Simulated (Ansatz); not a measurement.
Molecule: trichloro(ethyl)silane, C2H5Cl3Si, net charge 0, singlet state. SMILES: Cl[Si](CC)(Cl)Cl
Coordinates optimised at B3LYP-D3(BJ)/def2-TZVP (Ansatz, a program for electronic structure):
```xyz
11

C     -2.6970    -0.3837     0.4577
C     -1.5994    -0.7241    -0.5564
Si     0.0742    -0.0557    -0.1231
Cl     1.4471    -0.5787    -1.5534
Cl     0.7055    -0.7973     1.6833
Cl     0.0248     1.9915     0.0103
H     -3.6531    -0.8051     0.1442
H     -2.4625    -0.7844     1.4445
H     -2.8236     0.6950     0.5569
H     -1.8481    -0.3353    -1.5481
H     -1.4889    -1.8069    -0.6652
```
Charge 0, spin multiplicity 1.

Wanted: atomisation energy (electronic, to ground-state atoms); the coupled-cluster value holds the core correlation from cc-pwCVTZ, in kcal/mol. Valence correlation only, unless marked. Open shells are spin-unrestricted. No spin-orbit coupling. Non-relativistic. Basis-set limits of correlation are two-point, X^-3; Hartree-Fock from the larger set.

Level to compare with: CCSD(T)/CBS(cc-pV(T+d)Z,cc-pV(Q+d)Z) plus the core term (Ansatz), 978.4 kcal/mol. It is a level with limits of its own, and the differences hold the functionals' basis error too.

Task: Rank these functionals by how close they come to CCSD(T)/CBS(cc-pV(T+d)Z,cc-pV(Q+d)Z), closest first: B3LYP/def2-TZVPD (Ansatz); revPBE/def2-TZVPD (Ansatz); r2SCAN0/def2-TZVPD (Ansatz); r2SCANh/def2-TZVPD (Ansatz).

Result: r2SCANh/def2-TZVPD (hybrid meta-GGA, 971.5 kcal/mol, difference -6.9), r2SCAN0/def2-TZVPD (hybrid meta-GGA, 965.4 kcal/mol, difference -13.0), B3LYP/def2-TZVPD (global hybrid, 950.0 kcal/mol, difference -28.4), revPBE/def2-TZVPD (GGA, 942.4 kcal/mol, difference -36.0)
